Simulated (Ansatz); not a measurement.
Consider the redistribution: `[OH][SnH2][SiH2]Cl` + `C[Si]1(Cl)CN1` → `[CH3][SnH2][SiH2]Cl` + `O[Si]1(Cl)CN1`.

Calculated with Ansatz (gas phase, PBE0-D4/def2-TZVP geometries, no zero-point term in ΔE). CBS: MP2 limit from def2 TZ/QZ plus the TZ coupled-cluster correction, frozen cores. DFT in def2-TZVPP. B3LYP here is the variant with VWN-RPA as its local correlation; programs differ in this. def2 core potentials past Kr. For Sn outer-core shells are correlated without core-valence functions, which leaves a few kJ/mol of doubt a bond. Each species was taken in one conformer, which may not be the lowest.

```csv
level,ΔE (kcal/mol),difference from CCSD(T)/CBS
PBE-D4,-13.6,2.6
B3LYP-D4,-15.2,1.0
ωB97X-V,-15.2,1.0
ωB97M-V,-16.0,0.2
B2PLYP,-15.7,0.5
r2SCAN,-15.1,1.1
HF/def2-TZVPP,-17.4,-1.2
HF/def2-QZVPP,-17.2,-1.0
MP2/CBS(def2),-16.8,-0.6
CCSD/CBS(def2),-16.6,-0.4
CCSD(T)/CBS,-16.2,0
```

Largest T1 diagnostic among the species: 0.013.

From PBE to PBE0 (25 % exact exchange), in def2-TZVPP and without D4, ΔE moves by −1.7 kcal/mol.
